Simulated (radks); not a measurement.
Polarisability of neutral phosphorus, [Ne] 3s2 3p3, at imaginary frequency. Method: non-relativistic Kohn-Sham, LDA (Slater exchange, Perdew-Wang correlation), spin-polarised, spherical densities, point nucleus; open shells are filled with parallel spins first; computed with a radial shooting solver on a logarithmic mesh with Libxc functionals. Response by self-consistent Sternheimer equations with the Hartree and adiabatic LDA kernel.

w (hartree),alpha1(iw) (bohr^3)
0.00266,27.91
0.0143,27.86
0.0360,27.56
0.0697,26.66
0.118,24.69
0.186,21.33
0.280,16.84
0.413,11.98
0.605,7.642
0.892,4.372
1.35,2.254
2.12,1.051
3.59,0.4413
6.94,0.1572
17.5,0.03473

Static values: alpha1 = 27.91 bohr^3 (4.136 angstrom^3; uncoupled 41.96). C6 = 208.0, triple-dipole C9 = 4221 atomic units. One-pole (London) frequency 4 C6 / (3 alpha1^2) = 0.356 hartree, against 0.231 for minus the highest occupied eigenvalue. The dipole shielding factor is 1.000, as the force sum rule N/Z = 1.000 demands. Recommended static value: 25 bohr^3 (Schwerdtfeger and Nagle, 2023 table).
